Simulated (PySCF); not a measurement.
**Nuclear quadrupole coupling in `CC#CC1=CSCC1`**

Species: C₇H₈S.
Structure used (GFN2-xTB), in Å, numbered top down from 1:
```
atom  x, y, z in Å
C1     3.473    0.029   -0.760
C2     2.088    0.060   -0.353
C3     0.936    0.087   -0.001
C4    -0.418    0.097    0.374
C5    -0.857    0.181    1.634
S6    -2.589    0.147    1.822
C7    -2.817   -0.261    0.044
C8    -1.504    0.044   -0.674
H9     3.793   -1.002   -0.919
H10    3.603    0.584   -1.688
H11    4.099    0.477    0.011
H12   -0.258    0.268    2.520
H13   -3.655    0.322   -0.330
H14   -3.068   -1.321   -0.005
H15   -1.551    1.012   -1.183
H16   -1.285   -0.716   -1.426
```

Field gradients from the PBE0/pcSseg-1 density (PySCF, non-relativistic), principal values in atomic units, ordered |Vxx| ≤ |Vyy| ≤ |Vzz|:

```json
{"atom": "S6", "Vxx": "0.2671", "Vyy": "2.3682", "Vzz": "-2.6354"}
```

Task: Find the asymmetry η = (Vxx − Vyy)/Vzz and the couplings χ = eQV/h (234.96 MHz × Q in barn × V in au), with Q(33S) = −0.0678 b.

Result: 
| atom | environment | nucleus | η | χzz (MHz) | χxx (MHz) | χyy (MHz) |
| --- | --- | --- | --- | --- | --- | --- |
| S6 | sulfide sulfur | 33S | 0.80 | 41.98 | -4.26 | -37.73 |

Task: What is Vzz at S6 in SI units (1 au = 9.71736 × 10²¹ V/m²)?

Result: -2.6354 au = -25.609 × 10²¹ V/m².

Task: What couplings would deuterons (Q(2H) = 0.00286 b) have in place of the hydrogens, at this geometry?

Result: 
```json
{"atom": "H9", "bonded to": "C1", "bond length (Å)": "1.091", "Vzz (au)": "0.3076", "η": "0.02", "χzz (kHz)": "207"}
{"atom": "H10", "bonded to": "C1", "bond length (Å)": "1.090", "Vzz (au)": "0.3086", "η": "0.02", "χzz (kHz)": "207"}
{"atom": "H11", "bonded to": "C1", "bond length (Å)": "1.090", "Vzz (au)": "0.3088", "η": "0.02", "χzz (kHz)": "207"}
{"atom": "H12", "bonded to": "C5", "bond length (Å)": "1.073", "Vzz (au)": "0.3409", "η": "0.07", "χzz (kHz)": "229"}
{"atom": "H13", "bonded to": "C7", "bond length (Å)": "1.087", "Vzz (au)": "0.3098", "η": "0.03", "χzz (kHz)": "208"}
{"atom": "H14", "bonded to": "C7", "bond length (Å)": "1.091", "Vzz (au)": "0.3026", "η": "0.03", "χzz (kHz)": "203"}
{"atom": "H15", "bonded to": "C8", "bond length (Å)": "1.095", "Vzz (au)": "0.2970", "η": "0.03", "χzz (kHz)": "200"}
{"atom": "H16", "bonded to": "C8", "bond length (Å)": "1.092", "Vzz (au)": "0.3029", "η": "0.03", "χzz (kHz)": "204"}
```

Isolated species at its GFN2-xTB geometry (one conformer only). GFN2-xTB frequencies show an imaginary mode (32i cm⁻¹), so this geometry is no minimum at that level. GFN2-xTB bond lengths can be off by several hundredths of an ångström, more for odd bonds, and the gradients follow them. With so small a basis the couplings can be 20 % off.

The run behind these numbers computed NMR shieldings as well. Time: 32 s wall (grids of density and orbitals included); peak memory 0.95 GiB. Hardware: an Arm Neoverse V1 with one thread, no GPU, shared host with 32 logical CPUs at a one-minute load of 38.
